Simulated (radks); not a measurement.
Problem. The table gives one normalised radial function P(r) = r R(r) of Hg in [Hg] (r in bohr). Method: scalar-relativistic Kohn-Sham, PBE, spin-unpolarised, spherical densities, point nucleus; computed with a radial shooting solver on a logarithmic mesh with Libxc functionals.

r	P
0.000626	0.0000
0.0008483	0.0000
0.00115	0.0000
0.001558	0.0001
0.002112	0.0002
0.002862	0.0005
0.003879	0.0010
0.005257	0.0024
0.007124	0.0053
0.009656	0.0117
0.01309	0.0255
0.01774	0.0541
0.02404	0.1107
0.03257	0.2147
0.04415	0.3866
0.05983	0.6279
0.08044	0.8737
0.109	0.9812
0.1478	0.7124
0.2002	-0.0472
0.2714	-1.0303
0.3678	-1.6377
0.4985	-1.4963
0.6756	-0.8789
0.9156	-0.3269
1.241	-0.0713
1.682	-0.0081
2.279	-0.0004
3.089	0.0000
4.186	0.0000
5.673	0.0000
7.689	0.0000

Which n and l does it have? It may be an empty orbital.

Solution. n = 4, l = 2: the number of nodes gives n - l - 1 = 1, the rise at small r (about r^(l+1), flatter next to the nucleus through relativity) gives l, and the extent must fit the shell. The curve is that of 4d. 4d: eigenvalue -348.74 eV, 1 radial node at r = 0.197 bohr, <r> = 0.449 bohr, 90 % of the charge inside 0.669 bohr.
